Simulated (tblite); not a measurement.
Species: CH8N2P2Si.
Z-matrix (Å and degrees, GFN2-xTB geometry), rows numbered from 1:
```
C 
N   1  1.2485
Si  2  1.7414  1  126.24
N   3  1.7225  2  103.88  1  -131.83
P   3  2.2595  2  110.34  1   116.82
P   3  2.2854  2  108.76  1    -9.78
H   1  1.0856  2  119.50  3  -177.78
H   1  1.0981  2  124.07  3     2.66
H   4  1.0061  3  119.35  2    66.47
H   4  1.0058  3  118.59  2  -153.30
H   5  1.3801  3   93.49  2    34.10
H   5  1.3851  3   94.70  2   -58.68
H   6  1.3848  3   94.85  2    77.39
H   6  1.3816  3   94.56  2   169.69
```

Method: GFN2-xTB as coded in tblite; computed harmonic values from a numerical Hessian at the method's own geometry, unscaled. This tight-binding method is rough: wavenumbers can miss measured ones by several per cent, in bad cases by 10 to 20. Modes of hydrogen on phosphorus can be 10 to 20 % off. One conformer, not necessarily the lowest.

Harmonic wavenumbers (cm⁻¹): 68.6, 70.6, 75.8, 89.2, 123.3, 131.8, 147.0, 173.7, 211.0, 337.1, 371.4, 457.0, 480.1, 526.0, 664.6, 668.0, 677.8, 695.0, 744.1, 821.0, 904.9, 998.9, 1137.5, 1139.2, 1147.0, 1433.6, 1501.5, 1735.7, 2296.7, 2305.3, 2386.5, 2400.6, 2827.1, 2995.7, 3480.8, 3521.3.

A = 1843, B = 1386, C = 1160 MHz; mass 137.993 u (most abundant isotopes); point group C1, symmetry number 1.

**Question.** What is the zero-point energy?

**Answer.** ½Σν̃ = 19873 cm⁻¹ = 237.73 kJ/mol.

**Question.** Entropy at 200 K, 1 bar (ideal gas, RRHO, classical rotation)?

**Answer.** Translation 162.01, rotation 116.67, vibration 103.97: S = 382.6 J/(mol K).

**Question.** And Cp and H(200 K) − H(0)?

**Answer.** Cp = 132.19 J/(mol K), of which vibrations give 98.93 (their classical limit is 36 R = 299.3); H(200 K) − H(0) = 17.79 kJ/mol without the zero-point energy, 11.13 from vibrations.

**Question.** Which modes carry the vibrational entropy at 200 K?

**Answer.** 68.6 cm⁻¹: 14.27; 70.6 cm⁻¹: 14.04; 75.8 cm⁻¹: 13.46; 89.2 cm⁻¹: 12.14; 123.3 cm⁻¹: 9.58; 131.8 cm⁻¹: 9.06 J/(mol K); the other 30 give 31.42 together.

**Question.** Blend soft modes into free rotors: weight 1/[1 + (100 cm⁻¹/ν̃)⁴] for the oscillator and the rest for a rotor with moment μB/(μ + B), μ = h/(8π²ν), B = 10⁻⁴⁴ kg m². What vibrational entropy results?

**Answer.** 98.05 J/(mol K) in place of 103.97, which changes −T·S at 200 K by +1.18 kJ/mol.

Hindered rotation and anharmonicity are outside this model. Other conformers, if any are populated, would add a mixing term that is left out. The structure is chiral; the term R ln 2 for an equal mix with its mirror image is left out.

On one thread, Arm Neoverse V1 (aarch64), on a shared host, this took 0.52 s. This covers the Hessian and the dipole derivatives.
